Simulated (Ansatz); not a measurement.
Stretching the Ge1–H2 bond in GeH (multiplicity 2 held). Energies count from the point at 1.606 Å.


```json
[
 {"level": "RO-HF/cc-pVDZ", "energy at R = 6.425 Å (kJ/mol)": "652.3", "minus FCI/cc-pVDZ": "392.5", "cost": "-"},
 {"level": "U-HF/cc-pVDZ", "energy at R = 6.425 Å (kJ/mol)": "188.1", "minus FCI/cc-pVDZ": "-71.7", "cost": "-"},
 {"level": "RO-MP2/cc-pVDZ", "energy at R = 6.425 Å (kJ/mol)": "313.6", "minus FCI/cc-pVDZ": "53.8", "cost": "-"},
 {"level": "U-MP2/cc-pVDZ", "energy at R = 6.425 Å (kJ/mol)": "242.1", "minus FCI/cc-pVDZ": "-17.7", "cost": "-"},
 {"level": "RO-SCS-MP2/cc-pVDZ", "energy at R = 6.425 Å (kJ/mol)": "245.7", "minus FCI/cc-pVDZ": "-14.1", "cost": "-"},
 {"level": "U-SCS-MP2/cc-pVDZ", "energy at R = 6.425 Å (kJ/mol)": "251.9", "minus FCI/cc-pVDZ": "-7.9", "cost": "-"},
 {"level": "U-CCSD/cc-pVDZ", "energy at R = 6.425 Å (kJ/mol)": "256.9", "minus FCI/cc-pVDZ": "-2.9", "cost": "-"},
 {"level": "U-CCSD(T)/cc-pVDZ", "energy at R = 6.425 Å (kJ/mol)": "258.7", "minus FCI/cc-pVDZ": "-1.1", "cost": "×1"},
 {"level": "CASSCF(5,5)/cc-pVDZ", "energy at R = 6.425 Å (kJ/mol)": "240.5", "minus FCI/cc-pVDZ": "-19.3", "cost": "-"},
 {"level": "SC-NEVPT2 on CASSCF(5,5)/cc-pVDZ", "energy at R = 6.425 Å (kJ/mol)": "248.8", "minus FCI/cc-pVDZ": "-11.0", "cost": "-"},
 {"level": "FIC-NEVPT4(SD) on CASSCF(5,5)/cc-pVDZ", "energy at R = 6.425 Å (kJ/mol)": "255.0", "minus FCI/cc-pVDZ": "-4.8", "cost": "-"},
 {"level": "FIC-MRCISD on CASSCF(5,5)/cc-pVDZ", "energy at R = 6.425 Å (kJ/mol)": "257.1", "minus FCI/cc-pVDZ": "-2.7", "cost": "-"},
 {"level": "FIC-MRCISD+Q on CASSCF(5,5)/cc-pVDZ", "energy at R = 6.425 Å (kJ/mol)": "257.3", "minus FCI/cc-pVDZ": "-2.5", "cost": "-"},
 {"level": "FCI/cc-pVDZ", "energy at R = 6.425 Å (kJ/mol)": "259.8", "minus FCI/cc-pVDZ": "0.0", "cost": "×3"}
]
```

 Full CI is exact for the correlated electrons in its own basis alone.

The rows run from 188.1 (U-HF/cc-pVDZ) to 652.3 kJ/mol (RO-HF/cc-pVDZ). In cc-pVDZ the value moves U-HF 188.1, U-MP2 242.1, U-CCSD 256.9, U-CCSD(T) 258.7, a shift of 70.6 from U-HF to U-CCSD(T).

R- and RO- levels are restricted; in cc, def2 and unpolarised 6-31G sets they are followed outwards from rest. Unrestricted levels (U-) break spin symmetry where that is lower. Active spaces are followed from rest. Full CI gives the lowest state of the spin. Levels need not reach the same state.

Correlated levels freeze the cores. Filled d and f shells under p-block atoms count as core.

Doubts at one or more of the structures used: a restricted determinant that unrestricted orbitals would lower (RO-HF/cc-pVDZ, RO-MP2/cc-pVDZ, RO-SCS-MP2/cc-pVDZ); a spin-contaminated determinant (U-HF/cc-pVDZ, U-MP2/cc-pVDZ, U-SCS-MP2/cc-pVDZ, U-CCSD/cc-pVDZ, U-CCSD(T)/cc-pVDZ).

Codes used: Ansatz (Gaussian basis) for Hartree–Fock, density functionals and correlated methods. Values without a source in brackets are computed.

Costs are rough ratios of core time to U-CCSD(T)/cc-pVDZ (about 1.4 s over the structures, on one shared machine); a dash marks a level with no comparable run of its own.

Ansatz is a first-principles code.
